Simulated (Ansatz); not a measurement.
Reactions of `CC(=O)CCC=C(C)C`.

Isolated molecules relaxed with PBE0-D4/def2-TZVP in Ansatz; ΔE leaves out vibrations. CCSD(T)/CBS adds triple-zeta CCSD(T) − MP2 to the extrapolated MP2 energy (def2 sets, frozen cores). This one scheme is used for every species, atoms too. No spin–orbit coupling; open shells (•) take unrestricted orbitals. Spin–orbit coupling would lower the free atoms: a little for C, O. Each species was taken in one conformer, which may not be the lowest.

**Question.** Order these by ΔE at CCSD(T)/CBS, lowest first. (An estimate is asked.)
A. `CC(=O)CCC=C(C)C` + H₂ → `CCC(C)=O` + `C=C(C)C`
B. `CC(=O)CCC=C(C)C` + `CBO` → `CBOC(C)=O` + `CCC=C(C)C`
C. `CC(=O)CCC=C(C)C` → 8 C• + 14 H• + O•
D. `CC(=O)CCC=C(C)C` + `O[SiH2]F` → `CC(=O)O[SiH2]F` + `CCC=C(C)C`
E. `CC(=O)CCC=C(C)C` + CH₄ → `CCCC(C)=O` + `C=C(C)C`

**Answer.** A (-0.57 eV), D (-0.25 eV), B (-0.06 eV), E (+0.16 eV), C (+100.02 eV).

Largest T1 diagnostic: 0.014, for `CBOC(C)=O`.
